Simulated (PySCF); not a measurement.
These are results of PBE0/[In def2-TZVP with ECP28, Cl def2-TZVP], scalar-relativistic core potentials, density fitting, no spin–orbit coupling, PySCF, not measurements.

```xyz
3
charge 1 multiplicity 1, angstrom
In    0.0000    0.0000    0.0000
Cl    0.0000    0.0000    2.2034
Cl    0.0000    0.0000   -2.2034
```

[InCl2]+ (singlet), along the line from In1 (at 0) through Cl2 (at 2.203 Å). Core electrons replaced by a potential are absent, the electrostatic potential uses the reduced nuclear charge, and values within about 0.7 Å of such atoms have no physical meaning.

Problem. Tabulate the fields along this line at 0.77, 0.88, 0.99, 1.10, 1.21, 1.32, 1.43, 1.54, 1.65, 1.76, 1.87, 1.98, 2.09, 2.31, 2.42, 2.53, 2.64, 2.75, 2.86, 2.97, 3.08, 3.19, 3.31, 3.42, 3.53 Å.

Solution. 
```
distance (Å)  electron density (e/Å³)  electron localisation function  electrostatic potential (V)
        0.77                      1.9                           0.311                         43.2
        0.88                     1.09                             0.2                         31.6
        0.99                    0.809                           0.228                           25
        1.10                    0.765                             0.4                         21.7
        1.21                    0.849                           0.623                         21.4
        1.32                     1.03                           0.737                         24.4
        1.43                     1.28                           0.743                         31.8
        1.54                     1.57                           0.616                         45.6
        1.65                     1.86                           0.259                         69.7
        1.76                     2.76                          0.0809                          112
        1.87                     9.61                           0.443                          191
        1.98                     50.9                           0.859                          388
        2.09                      189                           0.419                         1210
        2.31                      191                           0.428                         1210
        2.42                     51.2                           0.861                          387
        2.53                     9.52                           0.416                          190
        2.64                     2.75                          0.0828                          110
        2.75                     1.82                           0.313                         68.1
        2.86                     1.41                           0.698                         43.6
        2.97                     1.01                           0.807                         28.9
        3.08                    0.679                            0.81                           20
        3.19                    0.436                           0.776                         14.5
        3.31                    0.272                           0.719                           11
        3.42                    0.167                           0.641                         8.82
        3.53                    0.101                           0.543                         7.37
```

On a grid of 0.11 Å the density has a local minimum along the bond near 1.10 Å from In, at 0.77 e/Å³, where the ELF is 0.40.
